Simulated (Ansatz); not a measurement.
`[CH3][Zn][Te]C`, one more setting.

```yaml
crystal:
  periodic: [false, false, false]
  atoms:
    - {symbol: C, position_ang: [-0.792181, 2.118952, -1.273131]}
    - {symbol: Zn, position_ang: [0.440265, 0.794667, -0.557064]}
    - {symbol: Te, position_ang: [2.023686, -0.894195, 0.356928]}
    - {symbol: C, position_ang: [0.525723, -2.129780, 1.307554]}
    - {symbol: H, position_ang: [-1.383001, 1.695894, -2.088253]}
    - {symbol: H, position_ang: [-1.474326, 2.469460, -0.495548]}
    - {symbol: H, position_ang: [-0.240590, 2.979692, -1.658386]}
    - {symbol: H, position_ang: [1.067905, -2.949513, 1.774840]}
    - {symbol: H, position_ang: [-0.003875, -1.561628, 2.067445]}
    - {symbol: H, position_ang: [-0.163606, -2.523550, 0.565616]}
basis:
  gaussian: {orbitals: def2-TZVPD}
hamiltonian: {xc: {name: B97M-V}}
```

```sh
$ ansatz run in.yaml --threads 4 --pin off --events-out ev --progress --plain --max-ram 10444MiB
```

It prints (some lines left out):

```
Functional definition: B97M-V
1567 factors; their error is unknown
mean field evaluation 1: about -57860.9882 eV, gradient 8.6e1 eV
mean field evaluation 2: about -57823.2327 eV, gradient 1.5e2 eV
mean field evaluation 4: about -57876.6078 eV, gradient 1.3e1 eV
mean field evaluation 8: about -57876.8593 eV, gradient 9.6e-2 eV
mean field evaluation 16: about -57876.8069 eV, gradient 2.5e-4 eV
mean field -57876.80690596 eV, -2126.9334234853 hartree, gradient 4.1e-5 eV, S^2 0.000000; 0 other end points of the search recorded, 0 dependent functions left out
reference -57876.80699975 eV, -2126.9334269320 hartree; 36, 36 occupied and 202, 202 virtual orbitals, 1567 factors
Total energy: -57876.80699975 eV, -2126.9334269320 hartree
```

Run time 6 s (4 threads of an Intel Xeon Platinum 8488C on a shared host); peak host memory 0.48 GiB.
